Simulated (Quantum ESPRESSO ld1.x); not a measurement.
Results of a calculation; reference values are marked as such.
One sound ld1.x (Quantum ESPRESSO 7.5) input for neutral chlorine gives E = -460.158 hartree in 31 iterations:

```
 &input
    zed=17.0,
    iswitch=1,
    rel=0,
    dft='BLYP',
    config='[Ne] 3s2 3p5',
    prefix='ld1',
    max_out_wfc=37,
    file_charge='ld1.rho',
 /
```

Changed or added lines, one case at a time, and what came of them:

- config='[Ne] 3s2 3p5 4p2': not converged. The string holds 19 electrons for Z = 17, so the species has charge -2 and is not the one meant. The extra electrons are not bound, and the cycle does not converge.
- rel=2 cau_fact=15.58: crashed. The program stops in dirsol with "no classical turning point found": with c below Z the Dirac equation of a point nucleus has no 1s solution.
- lsd=1 dft='PW91': silently wrong. The run ends normally, but in this build (ld1.x 7.5) Etot and Exc of a spin-polarised run lack the gradient corrections of exchange and correlation and come out near their LSDA values (nitrogen, PBE: -54.132 hartree against -54.536 from two other codes). The eigenvalues and orbitals are those of the GGA; the energies must not be used.
- config='[Ne] 3s2 3p5 1p1': refused. The program stops in el_config with "main/angular quantum number mismatch": l must be smaller than n.
- dft='HF': refused. The program stops in ld1_setup with "HF not implemented yet": ld1.x has no Hartree-Fock; KLI and OEP are its exact-exchange options.
- rel=2 lsd=1: refused. The program stops in ld1_readin with "local spin density and spin-orbit not allowed": spin polarisation goes with rel = 0 or 1 alone.
- xmin=-3.0: inaccurate. The mesh starts too far from the nucleus; the run ends without a warning, but the energy is off by -0.002068 hartree against the default mesh.
